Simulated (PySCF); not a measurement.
A run for PySCF: R-B3LYP/LANL2DZ on BrFH2 (a complex), monomers drawn apart or pushed together.

```python
from pyscf import gto, scf, dft, mp
from pyscf.data.elements import chemcore

mol = gto.M(
    atom='''
    F    -0.36218514    0.13536947    0.36942273
    H    -0.22032105   -0.77429421    0.26519966
    Br   -0.06069024    0.87217403    3.53936575
    H    -0.23257025    0.76070801    2.12416290
    ''',
    basis='lanl2dz',
    ecp={'Br': 'lanl2dz'},
    charge=0, spin=0, verbose=3, max_memory=1800)
mf = dft.RKS(mol, xc='b3lyp')
mf.conv_tol = 1e-8
mf.max_cycle = 100
mf.kernel()
if not mf.converged:
    mf = mf.newton().run(mf.mo_coeff, mf.mo_occ)
```

Task: Give the final energy of this run.

Result: -114.2068 hartree.
